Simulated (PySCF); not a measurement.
A run for PySCF: R-B3LYP/6-311+G** on CH3Cl (SMILES CCl).

```python
from pyscf import gto, scf, dft, mp
from pyscf.data.elements import chemcore

mol = gto.M(
    atom='''
    C     0.61370281    0.11459820    3.37012321
    Cl   -1.15424320    0.43964573    3.23432321
    H     1.00278410    0.01579507    2.36044397
    H     1.06656172    0.95249817    3.89137175
    H     0.74034329   -0.80261518    3.93718283
    ''',
    basis='6-311+g**',
    charge=0, spin=0, verbose=3, max_memory=1800)
mf = dft.RKS(mol, xc='b3lyp')
mf.conv_tol = 1e-8
mf.max_cycle = 100
mf.kernel()
if not mf.converged:
    mf = mf.newton().run(mf.mo_coeff, mf.mo_occ)
```

It printed:

```
converged SCF energy = -500.151656493753
```

The run converged.

Cost: around 2.0 core-seconds (rough).
